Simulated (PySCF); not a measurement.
SMILES CC(C)(C)[SH2+] (charge +1), singlet, GFN2-xTB optimised geometry.

```
16

C      0.99     0.71    -1.05
C      0.07     0.13     0.00
C      0.42     0.56     1.41
C     -1.40     0.33    -0.32
S      0.31    -1.79     0.00
H      0.86     1.79    -1.05
H      0.76     0.35    -2.05
H      2.04     0.52    -0.83
H     -0.20     0.06     2.15
H      0.24     1.63     1.50
H      1.47     0.38     1.64
H     -2.04    -0.18     0.39
H     -1.64    -0.01    -1.33
H     -1.63     1.39    -0.27
H      0.25    -1.98    -1.34
H      1.66    -1.79     0.00
```

Density from CAM-B3LYP/def2-TZVP (PySCF 2.14.0) at that geometry.

Minimum of the electron density along straight lines between bonded atoms, close to the bond critical point (lines longer than 1.1 times the sum of covalent radii, or with two minima, are not listed):

```
bond    length / Å  ρ at the minimum / e bohr⁻³  ∇²ρ there / e bohr⁻⁵  position (fraction from the first atom)
------  ----------  ---------------------------  --------------------  ---------------------------------------
C1–C2        1.511                        0.258                 -0.67                                     0.47
C2–C3        1.513                        0.256                 -0.66                                     0.53
C2–C4        1.513                        0.256                 -0.66                                     0.53
C2–S5        1.943                        0.140                 -0.14                                     0.42
C1–H6        1.089                        0.280                 -0.97                                     0.65
C1–H7        1.088                        0.282                 -0.98                                     0.64
C1–H8        1.088                        0.282                 -0.98                                     0.64
C3–H9        1.087                        0.282                 -0.98                                     0.65
C3–H10       1.088                        0.280                 -0.98                                     0.65
C3–H11       1.088                        0.282                 -0.98                                     0.64
C4–H12       1.087                        0.282                 -0.98                                     0.65
C4–H13       1.088                        0.282                 -0.98                                     0.64
C4–H14       1.088                        0.280                 -0.98                                     0.65
S5–H15       1.349                        0.223                 -0.68                                     0.67
S5–H16       1.349                        0.223                 -0.68                                     0.67
```
